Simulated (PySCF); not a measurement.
RhF₅, singlet: computed properties

Level of theory: PySCF, PBE0, basis Rh def2-SVP with ECP28, F def2-SVP (scalar-relativistic core potentials, no spin–orbit coupling, density fitting).

The structure is a minimum.

| Property | Result |
| --- | --- |
| Point group | C3v |
| Bond lengths | Rh–F 1.778 Å (×3), Rh–F 1.877 Å, Rh–F 1.894 Å |
| Bond angles | F–Rh–F 84.5° (×3), F–Rh–F 95.5° (×3), F–Rh–F 119.1° (×3), F–Rh–F 180.0° |
| Entropy at 298.15 K and 1 bar | 357.5 J/(mol K) |
| Dipole moment | 0.82 D |
| Zero-point energy | 28.6 kJ/mol |
| Rotational constants | 0.09439, 0.07473, 0.07473 cm⁻¹ |
| Lowest empty level | -7.35 eV |
| Principal polarisabilities | 34.9, 34.9, 43.7 bohr³ |
| Highest occupied level | -10.22 eV |
| Heat capacity Cp at 298.15 K | 104.9 J/(mol K) |
| Atomisation energy without zero-point energy | 1381 kJ/mol |
| Principal quadrupole moments (Buckingham, traceless) about the centre of mass | -9.81, 4.91, 4.91 D Å |
| Rotational symmetry number | 3 |
| Enthalpy at 298.15 K above 0 K | 22.25 kJ/mol |

Harmonic modes (masses in u: Rh 102.906, F 18.998):
| symmetry | ω (cm⁻¹) | IR (km/mol, summed over degenerate members) | μ (u) | type |
| --- | --- | --- | --- | --- |
| e | 106 | 9.4 | 20.71 | bend |
| e | 166 | 8.9 | 19.41 | bend |
| a1 | 213 | 9.1 | 22.96 | bend |
| e | 283 | 9.8 | 20.94 | bend |
| a1 | 592 | 4.8 | 19.02 | stretch |
| a1 | 674 | 126 | 22.72 | stretch |
| a1 | 681 | 27.8 | 20.08 | stretch |
| e | 759 | 147 | 23.58 | stretch |

In C3v the vibrations span 4e + 4a1.

Charges (e):
```json
{"atom": "Rh1", "Mulliken": "1.25", "Löwdin": "0.29", "polar tensor": "2.13", "Mayer order to Rh1": "–"}
{"atom": "F2", "Mulliken": "-0.34", "Löwdin": "-0.18", "polar tensor": "-0.43", "Mayer order to Rh1": "0.91"}
{"atom": "F3", "Mulliken": "-0.33", "Löwdin": "-0.15", "polar tensor": "-0.60", "Mayer order to Rh1": "0.92"}
{"atom": "F4,5,6", "Mulliken": "-0.20", "Löwdin": "0.01", "polar tensor": "-0.37", "Mayer order to Rh1": "1.05"}
```

Mulliken populations on Rh1 (electrons outside its core potential): s 2.25, p 6.56, d 6.91, f 0.03.

Outer orbital energies (eV). occupied: -14.12, -12.53, -12.53, -11.67, -11.45, -11.45, -10.22, -10.22; empty: -7.35, -7.35, -4.35, 0.00.

Other isomers or separated fragments may lie lower. At the minimum of this search the closed-shell solution is unstable towards spin polarisation, so a lower open-shell solution exists.

The final relaxation and frequency run took 120 s on 2 threads of a shared Arm Neoverse N1 host, with 101 basis functions and 14 gradients; the process peaked at 1.6 GiB. Launch command: `OMP_NUM_THREADS=2 python axn.py task.json out`.
